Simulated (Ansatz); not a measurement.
`CC(C)[NH][Al]([F])[F]` and `CC(C)[NH][InH][F]` differ in one atom or group.

Ansatz, PBE0-D4/def2-TZVP geometries, multiplicity 1. Each molecule was computed in one conformer, which needn't be the lowest.

Elements past krypton have def2 core potentials.

```csv
property,`CC(C)[NH][Al]([F])[F]`
HOMO–LUMO gap (ωB97M-V/def2-TZVPP) / eV,10.63
LUMO energy (PBE/def2-TZVPP) / eV,-1.39
size of the dipole moment (ωB97M-V/def2-TZVPP) / D,2.72
HOMO energy (PBE0/def2-TZVPP) / eV,-7.24
HOMO–LUMO gap (PBE0/def2-TZVPP) / eV,6.72
size of the dipole moment (PBE/def2-TZVPP) / D,2.76
```

Q: Give the same properties after the change, and the shifts. (Estimate.)

A: The calculation gave: 
```tsv
property	`CC(C)[NH][InH][F]`	shift
HOMO–LUMO gap (ωB97M-V/def2-TZVPP) / eV	9.44	-1.19
LUMO energy (PBE/def2-TZVPP) / eV	-1.68	-0.29
size of the dipole moment (ωB97M-V/def2-TZVPP) / D	3.52	0.80
HOMO energy (PBE0/def2-TZVPP) / eV	-6.75	0.49
HOMO–LUMO gap (PBE0/def2-TZVPP) / eV	5.75	-0.97
size of the dipole moment (PBE/def2-TZVPP) / D	3.50	0.74
```

With PBE0 the HOMO rises by 0.49 eV and the LUMO falls by 0.47 eV, so the gap narrows by about 0.96 eV. PBE moves the HOMO by 0.40 eV and ωB97M-V by 0.52 eV. Dipoles are sizes alone; their direction can turn.
